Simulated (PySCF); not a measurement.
PySCF 2.14 output of an unrestricted LDA calculation on a single atom or ion in aug-cc-pVDZ (7s6p4d2f, 59 functions), with the non-relativistic Hamiltonian (point nucleus):

```
SCF conv_tol = 1e-09
number electrons alpha = 14  beta = 12
    P. A. M. Dirac.,  Math. Proc. Cambridge Philos. Soc. 26, 376 (1930)
    F. Bloch.,  Z. Phys. 57, 545 (1929)
    S. H. Vosko, L. Wilk, and M. Nusair.,  Can. J. Phys. 58, 1200 (1980)
cycle= 1 E= -1379.85397858401  delta_E= 0.00691  |g|= 0.298  |ddm|= 0.373
cycle= 2 E= -1379.76775398158  delta_E= 0.0862  |g|= 0.705  |ddm|= 0.937
cycle= 3 E= -1379.87382136403  delta_E= -0.106  |g|= 0.022  |ddm|= 0.702
cycle= 4 E= -1379.87395979084  delta_E= -0.000138  |g|= 0.00365  |ddm|= 0.0159
cycle= 5 E= -1379.87396271986  delta_E= -2.93e-06  |g|= 0.000114  |ddm|= 0.00304
cycle= 6 E= -1379.87396272284  delta_E= -2.97e-09  |g|= 2.18e-05  |ddm|= 0.000137
cycle= 7 E= -1379.87396272294  delta_E= -1.04e-10  |g|= 1.56e-07  |ddm|= 1.76e-05
converged SCF energy = -1379.87396272294  <S^2> = 2.002392  2S+1 = 3.0015942
```

The run itself started from symmetry-adapted Hartree-Fock orbitals and held the occupation by maximum overlap, on a logarithmic radial grid, so the iterations belong to that start.

Question: Which element, charge and spin multiplicity is this?

Answer: Co⁺ (cobalt, charge +1), multiplicity 3; the state was [Ar] 3d8, high-spin 3F determinant.
